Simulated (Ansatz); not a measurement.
Geometry optimisation, UKS BLYP/def2-TZVP in Ansatz 0.2.0.

input.yaml

```yaml
crystal:
  periodic: [false, false, false]
  atoms:
    - { symbol: H, position_ang: [-0.201256, 0.121214, -0.332071] }
    - { symbol: Ge, position_ang: [-0.264448, -0.47174, 1.071962] }
    - { symbol: S, position_ang: [0.001452, 1.338934, -2.68587] }
    - { symbol: H, position_ang: [0.065731, -1.979081, 1.00036] }
    - { symbol: H, position_ang: [-1.686832, -0.272237, 1.63945] }
    - { symbol: H, position_ang: [0.764863, 0.246135, 1.972588] }
    - { symbol: H, position_ang: [1.32049, 1.016875, -2.66642] }
magnetization:
  spin_polarized: true
  initial_magnetization: 1
basis:
  gaussian: { orbitals: def2-TZVP }
hamiltonian:
  xc: blyp
relax:
  f_tol: 0.03
  max_steps: 50
output:
  orbitals: {}
```

Command:

```bash
$ ansatz run input.yaml --threads 4 --pin off --max-ram 5120MiB --backend cpu --events-out ev --progress --plain --runs-dir out
```

Q: Where does it end, and by what steps?

A: The run converged. After 14 steps the energy has fallen by 0.244 eV; H1 moved furthest, 1.21 Å. Parted: H1–Ge2 (1.53 → 3.03 Å). Joined: H1–S3 (2.66 → 1.36 Å).

```tsv
step	energy less start (eV)	largest force component (eV/Å)	accepted
0	0.0000	0.504	yes
1	-0.0283	0.290	yes
2	-0.0537	0.287	yes
3	-0.0793	0.153	yes
4	-0.0673	0.916	no
5	-0.0913	0.086	yes
6	-0.1021	0.342	yes
7	-0.1534	0.238	yes
8	-0.2040	0.143	yes
9	-0.2069	0.308	yes
10	-0.2306	0.412	yes
11	-0.2403	0.072	yes
12	-0.2426	0.099	yes
13	-0.2432	0.089	yes
14	-0.2437	0.013	yes
```

```xyz
7
Properties=species:S:1:pos:R:3
H -0.156 0.671 -1.404
Ge -0.254 -0.594 1.345
S -0.032 1.254 -2.626
H 0.065 -2.109 1.227
H -1.702 -0.367 1.858
H 0.779 0.124 2.256
H 1.300 1.021 -2.657
```

Whether the end is a true minimum wasn't checked by a vibrational analysis.

The run took 36 s on 4 threads of Arm Neoverse N1, on a shared host, peak memory 0.23 GiB.
